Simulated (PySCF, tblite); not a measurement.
Isomers of C2H9NOSi3, one GFN2-xTB conformer each. Single-point energies are computed at PBE0/pcSseg-1 (PySCF, gas phase, no added dispersion term), electronic only.

```
                   SMILES  GFN2-xTB relative energy (kJ/mol)
 N#CCO[SiH]([SiH3])[SiH3]                              158.5
C#C[Si@H]([SiH3])O[SiH2]N                                0.0
```

Conformers: `[N:1]#[C:2][CH2:3][O:4][SiH:5]([SiH3:6])[SiH3:7]` with C2–C3–O4–Si5 164°, C3–O4–Si5–Si6 179°; `[CH:1]#[C:2][Si@H:3]([SiH3:4])[O:5][SiH2:6][NH2:7]` with C2–Si3–O5–Si6 -53°, Si3–O5–Si6–N7 -3°, O5–Si6–N7–H 40° and 179°.

What does PBE0/pcSseg-1 give for the same structures?

| SMILES | PBE0/pcSseg-1 E (Eh) | PBE0/pcSseg-1 (kJ/mol) | GFN2-xTB (kJ/mol) | point group |
| --- | --- | --- | --- | --- |
| C#C[Si@H]([SiH3])O[SiH2]N | -1079.44994 | 0.0 | 0.0 | C1 |
| N#CCO[SiH]([SiH3])[SiH3] | -1079.39508 | 144.0 | 158.5 | C1 |

Both levels put the same isomer lowest. As drawn, the lower has a C≡C bond, an N–H bond and an Si–C bond, which the higher lacks; the higher has a C≡N group, which the lower lacks.

Which frontier levels, dipoles and rotational constants go with these structures?

| SMILES | HOMO (eV, PBE0/pcSseg-1) | LUMO (eV) | dipole (D) | A, B, C (MHz) |
| --- | --- | --- | --- | --- |
| C#C[Si@H]([SiH3])O[SiH2]N | -7.41 | -0.72 | 1.97 | 1884, 909.0, 661.8 |
| N#CCO[SiH]([SiH3])[SiH3] | -8.28 | -1.33 | 3.92 | 1599, 840.1, 603.1 |

What happens when harmonic zero-point energies from GFN2-xTB frequencies are added?

```csv
SMILES,ZPE (kJ/mol),electronic (kJ/mol),with ZPE (kJ/mol)
C#C[Si@H]([SiH3])O[SiH2]N,254.6,0.0,0.0
N#CCO[SiH]([SiH3])[SiH3],250.6,144.0,140.1
```

The zero-point energies span 4.0 kJ/mol. The order is unchanged.
